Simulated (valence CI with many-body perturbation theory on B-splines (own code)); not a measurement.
# Energy levels of Sn37+

Calculated by relativistic CI+MBPT: three valence electrons over a frozen Dirac-Fock core [Ne], radial functions for each j: 11 s, 11 p, 9 d, 7 f, 5 g, 2 h, 1 i, with the one-electron correlation potential Σ1, the two-electron term Σ2, the three-electron term Σ3, Breit, model QED; selected CI, second order for the rest (own B-spline code, finite nucleus).

The last digits are not significant, and no measured levels were compared; by estimate large intervals hold to a few tenths of a per cent, small ones and those within an open d or f shell to about a per cent.

Levels 46 to 70 of 70, with energies above the lowest level, (3s^2 3p1/2) J=1/2. "Leading %" is the weight of the configuration and term that name the level; weights of strongly mixed levels are sums over their largest components and can fall short. In the jj column 3d3/2^4 stands for four electrons in 3d with j = 3/2.

```tsv
No.	Configuration	Term	J	E (Ry)	Leading %	Leading jj	Second component	g
46	3p2 3d	2F	7/2	31.323	37	3p1/2 3p3/2 3d3/2 (82 %)	31 % 3p2 3d 2G	1.088
47	3p2 3d	4F	7/2	32.025	42	3p1/2 3p3/2 3d5/2 (97 %)	41 % 3p2 3d 4D	1.290
48	3p2 3d	2D	3/2	32.373	37	3p1/2 3p3/2 3d3/2 (50 %)	30 % 3p2 3d 4D	1.059
49	3p2 3d	4P	5/2	32.384	40	3p1/2 3p3/2 3d5/2 (46 %)	27 % 3p2 3d 4F	1.255
50	3p2 3d	2G	9/2	32.427	53	3p1/2 3p3/2 3d5/2 (94 %)	42 % 3p2 3d 4F	1.200
51	3p2 3d	4P	3/2	32.673	44	3p1/2 3p3/2 3d5/2 (48 %)	38 % 3p2 3d 2P	1.459
52	3p2 3d	4P	1/2	32.727	40	3p1/2 3p3/2 3d3/2 (87 %)	28 % 3p2 3d 2P	1.772
53	3p2 3d	2D	5/2	32.790	47	3p1/2 3p3/2 3d5/2 (72 %)	29 % 3p2 3d 4D	1.227
54	3p2 3d	2G	7/2	33.244	40	3p1/2 3p3/2 3d5/2 (67 %)	32 % 3p2 3d 2F	1.042
55	3p2 3d	2F	5/2	33.815	45	3p1/2 3p3/2 3d5/2 (60 %)	24 % 3p2 3d 2D	1.077
56	3p2 3d	2P	1/2	33.979	56	3p1/2 3p3/2 3d5/2 (86 %)	28 % 3p2 3d 2S	1.106
57	3p2 3d	2D	3/2	33.987	44	3p1/2 3p3/2 3d5/2 (66 %)	18 % 3s 3d2 4F	0.821
58	3s 3d2	4F	3/2	34.278	73	3s 3d3/2^2 (64 %)	16 % 3p2 3d 2D	0.536
59	3s 3d2	4F	5/2	34.499	80	3s 3d3/2^2 (60 %)	8 % 3s 3d2 2D	1.060
60	3s 3d2	4F	7/2	35.041	92	3s 3d3/2 3d5/2 (87 %)		1.234
61	3s 3d2	4P	1/2	35.310	68	3s 3d3/2^2 (66 %)	11 % 3p2 3d 4P	2.341
62	3s 3d2	2D	5/2	35.355	23	3s 3d3/2 3d5/2 (56 %)	17 % 3s 3d2 4F	1.223
63	3s 3d2	4F	9/2	35.442	68	3s 3d3/2 3d5/2 (60 %)	20 % 3s 3d2 2G	1.280
64	3s 3d2	2D	3/2	35.537	25	3s 3d3/2 3d5/2 (51 %)	21 % 3p2 3d 4P	1.212
65	3p2 3d	4D	7/2	35.548	33	3p3/2^2 3d5/2 (36 %)	28 % 3s 3d2 2F	1.230
66	3p2 3d	2P	1/2	35.567	23	3p3/2^2 3d3/2 (39 %)	22 % 3s 3d2 4P	1.351
67	3s 3d2	4P	3/2	35.764	80	3s 3d3/2 3d5/2 (80 %)	7 % 3p2 3d 4P	1.641
68	3s 3d2	4P	5/2	35.962	65	3s 3d3/2 3d5/2 (63 %)	13 % 3p2 3d 2D	1.420
69	3p2 3d	4F	9/2	36.007	31	3s 3d5/2^2 (51 %)	30 % 3s 3d2 4F	1.241
70	3s 3d2	2G	7/2	36.302	50	3s 3d3/2 3d5/2 (39 %)	36 % 3p2 3d 2F	1.042
```
